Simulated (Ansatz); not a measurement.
Ga₆N₇H₂₀⁺, a cluster cut from zinc blende GaN (hydrogen-capped). The state is a triplet with charge 1. Geometry r2SCAN-D4/def2-SVP, that of the charge +1 singlet.

```xyz
33

N    -2.5120   -0.1751   -1.4345
N     2.5083    1.9330    1.1324
N     0.5466   -0.4532   -1.8946
N    -0.4510    1.6660    0.0804
N    -2.0659   -0.5602    1.5941
N     1.0216   -0.8462    1.1068
N    -1.0498   -2.6685   -0.4168
Ga    1.2478    2.7709   -0.1863
Ga   -0.8371    0.9526   -1.6663
Ga   -2.6211   -1.5442   -0.0182
Ga    2.8898   -0.0304    0.9599
Ga    0.8118   -1.8591   -0.5177
Ga   -0.3078    0.4728    1.5985
H    -2.7330   -0.6066   -2.3394
H    -3.2865    0.4876   -1.3114
H     2.2793    2.1936    2.0974
H     3.4108    2.3933    0.9645
H     0.4833   -0.8719   -2.8283
H     1.4407    0.0604   -1.9217
H    -1.1427    2.3877    0.3119
H    -2.8081    0.0977    1.8591
H    -2.0428   -1.2064    2.3915
H     1.1307   -1.4921    1.8966
H    -1.2181   -3.1886   -1.2858
H    -0.9965   -3.4189    0.2821
H     1.7736    2.3012   -1.5963
H     0.9240    4.2386    0.2214
H    -1.0557    1.8873   -2.8839
H    -3.9738   -2.2981    0.0786
H     3.2610   -0.2338   -0.5587
H     3.7211   -0.5358    2.1759
H     1.8045   -2.9899   -0.8916
H    -0.1529    1.1364    3.0001
```

Single mean-field runs in def2-TZVP are fitted with def2-universal-jkfit. At PBE-D4/def2-TZVP the gap within one spin of the charge 1 triplet nearly closes, so an electron or hole may be smeared out by delocalisation error. At PBE0-D4/def2-TZVP a singlet of charge 1 lies 6.42 eV below the triplet at the same geometry.

Estimate the α-spin orbital energies around the gap (eV) in Ansatz with PBE-D4/def2-TZVP, PBE0-D4/def2-TZVP.


```csv
orbital,PBE-D4/def2-TZVP,PBE0-D4/def2-TZVP
HOMO−5,-10.57,-11.92
HOMO−4,-10.50,-11.78
HOMO−3,-10.47,-11.68
HOMO−2,-10.41,-11.60
HOMO−1,-10.31,-11.38
HOMO,-4.69,-5.02
LUMO,-4.37,-3.72
LUMO+1,-4.19,-3.59
LUMO+2,-4.02,-3.27
LUMO+3,-3.97,-3.25
LUMO+4,-3.84,-3.12
LUMO+5,-3.72,-2.92
β HOMO,-10.10,-11.07
β LUMO,-10.19,-10.28
```
